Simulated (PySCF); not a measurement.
C3H9FOSi, SMILES CO[Si@@H](C)CF.

The structure is a stationary point at r2SCAN-D4/def2-SVP. The structure was generated by enumeration; whether it is a known compound was not checked. The values are those of a single conformer.

Two levels are set side by side: TDA-PBE/def2-SVPD (PySCF) and TDA-M06-2X/def2-SVPD (PySCF). Vertical, same geometry. The lowest singlet is HOMO→LUMO 96 % with PBE and HOMO→LUMO+1 70 %, HOMO→LUMO 13 % with the other functional; states are paired by order. Differences are taken from unrounded values.

```
quantity                              TDA-M06-2X
------------------------------------  ----------
lowest singlet excitation (eV)              7.18
lowest triplet excitation (TDA) (eV)        6.78
```

Task: What does TDA-PBE give, and how far is it from TDA-M06-2X? (An estimate is asked for; the answer gives what the named calculation found.)

Result: 
```
quantity                              TDA-PBE  TDA-PBE minus TDA-M06-2X
------------------------------------  -------  ------------------------
lowest singlet excitation (eV)           6.07                     -1.11
lowest triplet excitation (TDA) (eV)     5.75                     -1.03
```

A lower first singlet is the usual sign of a functional without exact exchange. Differences between two approximate levels are no errors against the true value.

Rough cost on one machine, each run with all the roots and properties that it gave: TDA-M06-2X against TDA-PBE about 9 times.
